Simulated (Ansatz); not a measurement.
Reaction R1 + R2 → P1 + P2, each structure at its B3LYP-D3(BJ)/def2-TZVP stationary point, reached from a drawn start (curvature not checked).
R1: H10Si4 (SMILES [SiH3][SiH]([SiH3])[SiH3]), charge 0, multiplicity 1.
P1: H9Si4 (SMILES [SiH3][Si]([SiH3])[SiH3]), charge 0, multiplicity 2.
P2: H2O (SMILES O), charge 0, multiplicity 1.
R2: OH (SMILES [OH]), charge 0, multiplicity 2.

P less R. No zero-point or thermal terms; singlets are restricted closed shells; open shells are unrestricted; no spin–orbit coupling.

Frozen-core correlation throughout.

Run with Ansatz (a quantum-chemistry and plane-wave program). Each number belongs to the level named beside it.

Total energies in hartree:

```tsv
structure	PBE/def2-TZVPP	r2SCAN/def2-TZVPP	CCSD(T)/cc-pV(T+d)Z
R1	-1163.382351	-1163.893770	-1162.226510
P1	-1162.750909	-1163.260516	-1161.588096
P2	-76.380147	-76.423173	-76.332115
R2	-75.683357	-75.730575	-75.637695
```

Problem. Work out the reaction energy at each level in kcal/mol (1 hartree = 627.50947 kcal/mol), and say how far PBE/def2-TZVPP lies from CCSD(T)/cc-pV(T+d)Z.

Solution. 
- PBE/def2-TZVPP: (-1162.750909) + (-76.380147) − (-1163.382351) − (-75.683357) = -0.065348 hartree = -41.01 kcal/mol
- r2SCAN/def2-TZVPP: (-1163.260516) + (-76.423173) − (-1163.893770) − (-75.730575) = -0.059344 hartree = -37.24 kcal/mol
- CCSD(T)/cc-pV(T+d)Z: (-1161.588096) + (-76.332115) − (-1162.226510) − (-75.637695) = -0.056006 hartree = -35.14 kcal/mol
PBE/def2-TZVPP less CCSD(T)/cc-pV(T+d)Z: -5.87 kcal/mol. CCSD(T)/cc-pV(T+d)Z is the level counted from, the highest shown, and no exact or measured value.
